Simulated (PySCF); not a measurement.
Level of theory: UPBE/[Pd def2-SVP with ECP28, S def2-SVP], scalar-relativistic core potentials, density fitting, no spin–orbit coupling, PySCF.

```xyz
3
charge 1 multiplicity 2, angstrom
Pd    0.0000    0.0000   -0.7883
S     0.9827    0.0000    1.3057
S    -0.9827    0.0000    1.3057
```

[PdS2]+ (doublet), along the line from Pd1 (at 0) through S2 (at 2.313 Å). Core electrons replaced by a potential are absent, the electrostatic potential uses the reduced nuclear charge, and values within about 0.7 Å of such atoms have no physical meaning.

Problem. Tabulate the fields along this line at 0.81, 0.93, 1.04, 1.16, 1.27, 1.39, 1.50, 1.62, 1.73, 1.85, 1.97, 2.08, 2.20, 2.43, 2.54, 2.66, 2.78, 2.89, 3.01, 3.12, 3.24, 3.35, 3.47, 3.59, 3.70 Å.

Solution. 
```csv
distance (Å),electron density (e/Å³),spin density (e/Å³),electron localisation function,electrostatic potential (V)
0.81,1.71,-0.00704,0.401,34.4
0.93,0.971,-0.00427,0.259,25.1
1.04,0.67,-0.00271,0.22,20.4
1.16,0.592,-0.00173,0.315,18.7
1.27,0.639,-0.000864,0.539,19.4
1.39,0.771,0.000203,0.717,22.8
1.50,0.953,0.00163,0.746,29.8
1.62,1.14,0.00316,0.556,42.2
1.73,1.35,0.00397,0.173,63
1.85,2.27,0.00282,0.0876,98.5
1.97,8.75,-7.29e-05,0.55,166
2.08,43.7,0.0088,0.864,338
2.20,153,0.0625,0.398,1070
2.43,154,0.0522,0.405,1070
2.54,44,0.0078,0.865,337
2.66,8.74,-0.000936,0.525,165
2.78,2.29,-0.00139,0.0925,97.1
2.89,1.35,-0.00212,0.217,61.4
3.01,1.05,-0.00285,0.667,40.3
3.12,0.79,-0.00299,0.865,27.5
3.24,0.547,-0.00252,0.892,19.5
3.35,0.359,-0.00175,0.878,14.5
3.47,0.229,-0.00101,0.837,11.4
3.59,0.145,-0.000464,0.764,9.27
3.70,0.0926,-0.000137,0.659,7.86
```

On a grid of 0.12 Å the density has a local minimum along the bond near 1.16 Å from Pd, at 0.59 e/Å³, where the ELF is 0.32.

Other spin states or occupations of the open shell can lie lower.
